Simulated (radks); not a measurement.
Yb I, configuration [Xe] 4f14 6s2 (the NIST ground configuration).

Method: Dirac Kohn-Sham, PBE, spin-unpolarised, spherical densities, point nucleus; speed of light set to 205.554 atomic units (1.5 times the physical value, a model run); computed with a radial shooting solver on a logarithmic mesh with Libxc functionals.

Energy parts (Ry):
| part | energy |
|---|---|
| total | -27349.6129 |
| kinetic | 28526.4468 |
| electron-nucleus | -66211.6109 |
| Hartree | 10907.0289 |
| exchange-correlation | -571.4776 |

Orbitals (lengths in bohr, moments of r in powers of bohr; r(90%) holds 90 % of the orbital's charge):
orbital,occ.,eigenvalue (Ry),r(90%),<r^4>,<r>,<1/r>,small-component weight
1s1/2,2,-4303.972,0.0373,8.842e-07,0.02080,73.83,2.94e-02
2s1/2,2,-710.7299,0.136,0.0001414,0.08786,17.49,6.50e-03
2p1/2,2,-678.7615,0.120,0.00008805,0.07381,17.50,6.53e-03
2p3/2,4,-647.8175,0.125,0.0001010,0.07702,16.45,6.29e-03
3s1/2,2,-159.3876,0.332,0.005157,0.2266,6.569,2.12e-03
3p1/2,2,-144.9980,0.324,0.004627,0.2164,6.503,2.09e-03
3p3/2,4,-138.4758,0.332,0.005122,0.2224,6.234,2.02e-03
3d3/2,4,-112.6471,0.304,0.003556,0.1956,6.138,1.97e-03
3d5/2,6,-111.0700,0.306,0.003677,0.1976,6.063,1.95e-03
4s1/2,2,-30.73074,0.733,0.1256,0.5100,2.784,6.75e-04
4p1/2,2,-24.89032,0.755,0.1410,0.5191,2.683,6.37e-04
4p3/2,4,-23.43141,0.775,0.1566,0.5330,2.588,6.11e-04
4d3/2,4,-13.28831,0.840,0.2148,0.5585,2.373,5.29e-04
4d5/2,6,-12.99279,0.847,0.2228,0.5636,2.347,5.21e-04
5s1/2,2,-3.61604,1.85,5.065,1.274,1.034,1.29e-04
5p1/2,2,-2.07712,2.14,9.234,1.448,0.9015,9.94e-05
5p3/2,4,-1.90459,2.22,10.68,1.499,0.8670,9.29e-05
4f5/2,6,-0.42639,1.32,2.302,0.7593,1.771,3.22e-04
4f7/2,8,-0.38123,1.34,2.533,0.7686,1.756,3.18e-04
6s1/2,2,-0.27332,6.13,605.8,4.119,0.3029,1.13e-05
6p1/2,0,-0.09552,8.66,2412,5.685,0.2186,5.62e-06
6p3/2,0,-0.08803,8.94,2745,5.873,0.2115,5.31e-06
5d3/2,0,-0.08298,6.10,668.2,3.483,0.4060,2.05e-05
5d5/2,0,-0.07619,6.30,761.2,3.595,0.3940,1.93e-05

The highest occupied level is 6s1/2 at -3.719 eV. The density falls to 0.001 e/bohr^3 at r = 5.15 bohr.
